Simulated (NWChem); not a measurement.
System: CH4ClFSi; SMILES C[SiH](F)Cl

```xyz
8

Si    -0.0931     0.4038    -0.3781
C      1.3493     1.3661     0.2678
F     -1.4504     0.9397     0.3284
Cl     0.1114    -1.5862     0.1130
H     -0.2878     0.5021    -1.8447
H      1.2372     2.4349     0.0273
H      2.2883     1.0050    -0.1785
H      1.4223     1.2607     1.3608
```
Atoms are numbered in this order, from 1.

Program: NWChem. Pople sets run with spherical d functions. Structure relaxed at the PBE0/def2-SVP level. Static field.

Q: Among these, which level gives the lowest value of “isotropic polarisability (bohr³)”?
(A) BHandHLYP/6-31+G*
(B) CAM-B3LYP/6-31+G*
(C) PBE/6-31+G*
(D) B3LYP/6-31+G*

A: A, BHandHLYP/6-31+G*. Values: BHandHLYP/6-31+G* 43.2; CAM-B3LYP/6-31+G* 44.6; B3LYP/6-31+G* 45.5; PBE/6-31+G* 47.3
